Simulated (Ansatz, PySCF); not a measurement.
System: KO, charge 0, multiplicity 2. 
Structure (B3LYP-D3(BJ)/def2-TZVP (Ansatz, an electronic-structure program) minimum search):
SMILES: [O][K]
```xyz
2

K      0.0000     0.0000    -0.6526
O      0.0000     0.0000     1.5500
```
Charge 0, spin multiplicity 2.

Dipole moments at this geometry, in debye (magnitudes).

| level | program | dipole (D) |
|---|---|---|
| TPSS/def2-TZVPD | PySCF | 8.53 |
| M06-L/def2-TZVPD | PySCF | 8.59 |
| BHLYP/def2-TZVPD | Ansatz | 8.77 |
| r2SCAN0/def2-TZVPD | Ansatz | 8.72 |
| M06-2X/def2-TZVPD | PySCF | 8.72 |
| CCSD(T)/def2-SVPD | Ansatz | … |

### Question
What belongs in the gaps?

### Answer

- CCSD(T)/def2-SVPD, dipole (D): 9.00
